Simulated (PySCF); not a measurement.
## TDDFT excited states: C4H7NO2Si

Compound: C4H7NO2Si.
SMILES: `N#C[SiH]1OCCCO1`

Computed with TDDFT B3LYP/def2-SVPD, vertical, gas phase, core orbitals frozen in the response in PySCF. Isolated species at its GFN2-xTB geometry (one conformer only).

Question: Predict the UV-vis stick spectrum at this level.

Answer: 

```json
{"state": "S1", "E (eV)": "6.50", "ν̃ (cm⁻¹)": "52440", "f": "0.0012", "symmetry": "–", "main configurations (H = HOMO, L = LUMO)": "H→L (99%)"}
{"state": "S2", "E (eV)": "6.67", "ν̃ (cm⁻¹)": "53790", "f": "0.0021", "symmetry": "A′", "main configurations (H = HOMO, L = LUMO)": "H→L+1 (98%)"}
{"state": "S3", "E (eV)": "6.78", "ν̃ (cm⁻¹)": "54690", "f": "0.0014", "symmetry": "–", "main configurations (H = HOMO, L = LUMO)": "H-1→L (98%)"}
{"state": "S4", "E (eV)": "6.95", "ν̃ (cm⁻¹)": "56080", "f": "0.0098", "symmetry": "A′", "main configurations (H = HOMO, L = LUMO)": "H-2→L (94%)"}
{"state": "S5", "E (eV)": "6.96", "ν̃ (cm⁻¹)": "56100", "f": "0.0034", "symmetry": "A″", "main configurations (H = HOMO, L = LUMO)": "H-1→L+1 (89%)"}
{"state": "S6", "E (eV)": "7.01", "ν̃ (cm⁻¹)": "56570", "f": "0.0000", "symmetry": "–", "main configurations (H = HOMO, L = LUMO)": "H-2→L+1 (71%), H-1→L+1 (10%), H-4→L+1 (9%)"}
{"state": "S7", "E (eV)": "7.17", "ν̃ (cm⁻¹)": "57860", "f": "0.0019", "symmetry": "–", "main configurations (H = HOMO, L = LUMO)": "H-3→L (76%), H-2→L+1 (16%)"}
{"state": "S8", "E (eV)": "7.46", "ν̃ (cm⁻¹)": "60160", "f": "0.0036", "symmetry": "A′", "main configurations (H = HOMO, L = LUMO)": "H-4→L (51%), H-3→L+1 (41%)"}
```

Triplets, Tamm–Dancoff:

| state | E (eV) | λ (nm) | main configurations (H = HOMO, L = LUMO) |
| --- | --- | --- | --- |
| T1 | 5.94 | 208.8 | H-4→L (43%), H-3→L+1 (30%) |
| T2 | 6.24 | 198.6 | H→L (87%) |
| T3 | 6.38 | 194.2 | H→L+1 (48%), H-4→L (18%), H-3→L+1 (15%) |

The lowest singlet lies at 6.50 eV (191 nm, vacuum ultraviolet) and is very weak; its leading configuration is HOMO→LUMO (99%). The most intense listed level is S4 at 6.95 eV (178 nm, f = 0.0098), 0.45 eV above S1. S4/S5 lie within about 0.01 eV of each other. Löwdin shares by element: HOMO oxygen 45%, silicon 9%, hydrogen 8% or more (atoms not listed hold the other 38%); LUMO carbon 27% or more, nitrogen 26%, silicon 23%, oxygen 7% or more (atoms not listed hold the other 18%). Of the 8 states listed, none reaches f = 0.01 and 1 stays under 0.0005. Orbital energies (eV): HOMO-3 -9.72, HOMO-2 -8.82, HOMO-1 -8.60, HOMO -8.42, LUMO -0.88, LUMO+1 -0.73, LUMO+2 0.12. The oscillator strengths of these states sum to 0.024; summed over the whole spectrum of an exact calculation they would give the number of electrons, 68 (Thomas–Reiche–Kuhn). No computed singlet lies in the visible range (380 to 750 nm); the lowest, at 191 nm, stands 3.24 eV above its violet end (3.26 eV). Symmetry labels in Cs follow from the direction of the transition dipole and are given only for states with f of 0.002 or more. Only the lowest 8 singlets were computed, as vertical energies without vibronic structure.

Time: 48 s wall; peak memory 0.90 GiB. Hardware: Arm Neoverse V1, one thread, shared host with 32 logical CPUs at a one-minute load of 17.
